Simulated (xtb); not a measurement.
C₂HCl₂, doublet, from a rough starting geometry; GFN2-xTB run with xtb 6.7.1.

Input for xtb:
```
$ xtb mol.xyz --gfn 2 --uhf 1 --opt vtight --json

# file mol.xyz
5

Cl     2.17208200     0.27137527     0.07772589
C      0.75043433    -0.45247616     0.07455626
C     -0.51798685    -0.24171387     0.00131571
Cl    -1.24112282     1.38205340    -0.19879145
H     -1.27488336    -1.02082664     0.02553475
```

**Question.** Write the output that xtb gives for this input, abridged.

**Answer.** 
```
   ID    Z sym.   atoms
    1   17 Cl     1, 4
    2    6 C      2, 3
    3    1 H      5

           -------------------------------------------------
          |                Calculation Setup                |
           -------------------------------------------------

           -------------------------------------------------
          |                 G F N 2 - x T B                 |
           -------------------------------------------------

          ...................................................
          :                      SETUP                      :
          :.................................................:
          :  # basis functions                  29          :
          :  # atomic orbitals                  27          :
          :  # shells                           11          :
          :  # electrons                        23          :
          :  max. iterations                   250          :
          :  Hamiltonian                  GFN2-xTB          :
          :  restarted?                      false          :
          :  GBSA solvation                  false          :
          :  PC potential                    false          :
          :  electronic temp.          300.0000000     K    :
          :  accuracy                    1.0000000          :
          :  -> integral cutoff          0.2500000E+02      :
          :  -> integral neglect         0.1000000E-07      :
          :  -> SCF convergence          0.1000000E-05 Eh   :
          :  -> wf. convergence          0.1000000E-03 e    :
          :  Broyden damping             0.4000000          :
          :  net charge                          0          :
          :  unpaired electrons                  1          :
          ...................................................

 iter      E             dE          RMSdq      gap      omega  full diag
   1    -13.8680872 -0.138681E+02  0.577E+00    3.59       0.0  T
   2    -13.8734103 -0.532310E-02  0.344E+00    3.65       1.0  T
   3    -13.8609878  0.124225E-01  0.217E+00    3.41       1.0  T
   4    -13.8771109 -0.161231E-01  0.409E-01    3.61       1.0  T
   5    -13.8774490 -0.338079E-03  0.107E-01    3.56       1.0  T
   6    -13.8774678 -0.187847E-04  0.710E-02    3.57       1.0  T
   7    -13.8774738 -0.599467E-05  0.397E-02    3.57       1.1  T
   8    -13.8774756 -0.180352E-05  0.222E-02    3.57       2.0  T
   9    -13.8774769 -0.131898E-05  0.479E-03    3.57       9.3  T
  10    -13.8774769 -0.141309E-07  0.117E-03    3.57      38.2  T
  11    -13.8774769 -0.127870E-08  0.917E-04    3.57      48.8  T
  12    -13.8774769 -0.192193E-08  0.349E-04    3.57     128.2  T

   *** convergence criteria satisfied after 12 iterations ***

         :::::::::::::::::::::::::::::::::::::::::::::::::::::
         ::                     SUMMARY                     ::
         :::::::::::::::::::::::::::::::::::::::::::::::::::::
         :: total energy             -13.776544408047 Eh    ::
         :: gradient norm              0.033961866464 Eh/a0 ::
         :: HOMO-LUMO gap              3.567082828315 eV    ::
         ::.................................................::
         :: SCC energy               -13.877476566769 Eh    ::
         :: -> isotropic ES            0.004300037522 Eh    ::
         :: -> anisotropic ES         -0.000214565837 Eh    ::
         :: -> anisotropic XC          0.002947591944 Eh    ::
         :: -> dispersion             -0.003263447321 Eh    ::
         :: repulsion energy           0.100932158722 Eh    ::
         :: add. restraining           0.000000000000 Eh    ::
         :: total charge               0.000000000000 e     ::
         :::::::::::::::::::::::::::::::::::::::::::::::::::::

      -----------------------------------------------------------
     |                   =====================                   |
     |                        A N C O P T                        |
     |                   =====================                   |
     |               Approximate Normal Coordinate               |
     |                Rational Function Optimizer                |
      -----------------------------------------------------------
      -----------------------------------------------------------
     |                   =====================                   |
     |                        A N C O P T                        |
     |                   =====================                   |
     |               Approximate Normal Coordinate               |
     |                Rational Function Optimizer                |
      -----------------------------------------------------------

          ...................................................
          :                      SETUP                      :
          :.................................................:
          :   optimization level         verytight          :
          :   max. optcycles                   200          :
          :   ANC micro-cycles                  20          :
          :   degrees of freedom                 9          :
          :.................................................:
          :   RF solver                   davidson          :
          :   write xtbopt.log                true          :
          :   linear?                        false          :
          :   energy convergence         0.1000000E-06 Eh   :
          :   grad. convergence          0.2000000E-03 Eh/α :
          :   maxmium RF displ.          1.0000000          :
          :   Hlow (freq-cutoff)         0.1000000E-01      :
          :   Hmax (freq-cutoff)         5.0000000          :
          :   S6 in model hess.         20.0000000          :
          ...................................................

generating ANC from exact Hessian ...
Using Lindh-Hessian (1995)
 Shifting diagonal of input Hessian by    0.0000000000000000
 Lowest  eigenvalues of input Hessian
[...]
 * total energy  :   -13.7765444 Eh     change       -0.2970495E-09 Eh
 * total energy  :   -13.7771505 Eh     change       -0.6060665E-03 Eh
 * total energy  :   -13.7774224 Eh     change       -0.2718943E-03 Eh
 * total energy  :   -13.7774658 Eh     change       -0.4340418E-04 Eh
 * total energy  :   -13.7774742 Eh     change       -0.8449526E-05 Eh
 * total energy  :   -13.7774836 Eh     change       -0.9387235E-05 Eh
 * total energy  :   -13.7774875 Eh     change       -0.3913567E-05 Eh
 * total energy  :   -13.7774887 Eh     change       -0.1183486E-05 Eh
 * total energy  :   -13.7774888 Eh     change       -0.9296157E-07 Eh
   *** GEOMETRY OPTIMIZATION CONVERGED AFTER 9 ITERATIONS ***
[...]
          :  unpaired electrons                  1          :
          ...................................................

 iter      E             dE          RMSdq      gap      omega  full diag
   1    -13.8760860 -0.138761E+02  0.170E-04    3.65       0.0  T
   2    -13.8760860 -0.202789E-10  0.145E-04    3.65     308.4  T
   3    -13.8760860 -0.312106E-10  0.873E-05    3.65     512.4  T

   *** convergence criteria satisfied after 3 iterations ***

         :::::::::::::::::::::::::::::::::::::::::::::::::::::
         ::                     SUMMARY                     ::
         :::::::::::::::::::::::::::::::::::::::::::::::::::::
         :: total energy             -13.777488800258 Eh    ::
         :: gradient norm              0.000157330848 Eh/a0 ::
         :: HOMO-LUMO gap              3.650505668973 eV    ::
         ::.................................................::
         :: SCC energy               -13.876085618125 Eh    ::
         :: -> isotropic ES            0.004205415981 Eh    ::
         :: -> anisotropic ES         -0.000589966488 Eh    ::
         :: -> anisotropic XC          0.002773649916 Eh    ::
         :: -> dispersion             -0.003258405556 Eh    ::
         :: repulsion energy           0.098596817867 Eh    ::
         :: add. restraining           0.000000000000 Eh    ::
         :: total charge               0.000000000000 e     ::
         :::::::::::::::::::::::::::::::::::::::::::::::::::::

           -------------------------------------------------
          |                Property Printout                |
           -------------------------------------------------

    * Orbital Energies and Occupations

         #    Occupation            Energy/Eh            Energy/eV
      -------------------------------------------------------------
         1        2.0000           -1.0851612             -29.5287
         2        2.0000           -1.0595383             -28.8315
         3        2.0000           -0.6579869             -17.9047
         4        2.0000           -0.5836280             -15.8813
         5        2.0000           -0.5318881             -14.4734
         6        2.0000           -0.5293053             -14.4031
         7        2.0000           -0.5099162             -13.8755
         8        2.0000           -0.4785904             -13.0231
         9        2.0000           -0.4587064             -12.4820
        10        2.0000           -0.4272200             -11.6252
        11        2.0000           -0.4073200             -11.0837
        12        1.0000           -0.3638379              -9.9005 (HOMO)
        13                         -0.2296843              -6.2500 (LUMO)
        14                         -0.1522327              -4.1425
        15                         -0.1347496              -3.6667
        16                         -0.0183486              -0.4993
        17                         -0.0183364              -0.4990
        18                         -0.0075105              -0.2044
        19                          0.0007679               0.0209
        20                          0.0139617               0.3799
        21                          0.0159725               0.4346
        22                          0.0160539               0.4368
        23                          0.0249806               0.6798
       ...                                ...                  ...
        27                          0.7427486              20.2112
      -------------------------------------------------------------
                  HL-Gap            0.1341536 Eh            3.6505 eV
             Fermi-level           -0.3411700 Eh           -9.2837 eV

     #   Z          covCN         q      C6AA      α(0)
     1  17 Cl       0.913     0.018    98.649    15.195
     2   6 C        1.903     0.019    30.622     8.937
     3   6 C        2.813     0.022    27.511     8.594
     4  17 Cl       0.916    -0.160   104.152    15.613
     5   1 H        0.926     0.102     1.769     2.080

 Mol. C6AA /au·bohr⁶  :       1039.389279
 Mol. C8AA /au·bohr⁸  :      37106.371756
 Mol. α(0) /au        :         50.418781

Wiberg/Mayer (AO) data.
largest (>0.10) Wiberg bond orders for each atom

 ---------------------------------------------------------------------------
     #   Z sym  total        # sym  WBO       # sym  WBO       # sym  WBO
 ---------------------------------------------------------------------------
     1  17 Cl   1.473 --     2 C    1.284     3 C    0.113
     2   6 C    3.456 --     3 C    1.998     1 Cl   1.284     4 Cl   0.161
     3   6 C    3.915 --     2 C    1.998     5 H    0.946     4 Cl   0.859
                             1 Cl   0.113
     4  17 Cl   1.083 --     3 C    0.859     2 C    0.161
     5   1 H    0.990 --     3 C    0.946
 ---------------------------------------------------------------------------

Topologies differ in total number of bonds
Writing topology from bond orders to xtbtopo.mol

molecular dipole:
                 x           y           z       tot (Debye)
 q only:        0.203      -0.630       0.070
   full:        0.278      -0.255       0.038       0.963
molecular quadrupole (traceless):
                xx          xy          yy          xz          yz          zz
 q only:        0.457       2.204      -0.734      -0.204       0.216       0.277
  q+dip:        2.554       3.116      -1.487      -0.120       0.200      -1.067
   full:        1.548       2.823      -0.667      -0.151       0.125      -0.881

optimized geometry written to: xtbopt.xyz

           -------------------------------------------------
          | TOTAL ENERGY              -13.777488800258 Eh   |
          | GRADIENT NORM               0.000157330848 Eh/α |
          | HOMO-LUMO GAP               3.650505668973 eV   |
           -------------------------------------------------

normal termination of xtb
```
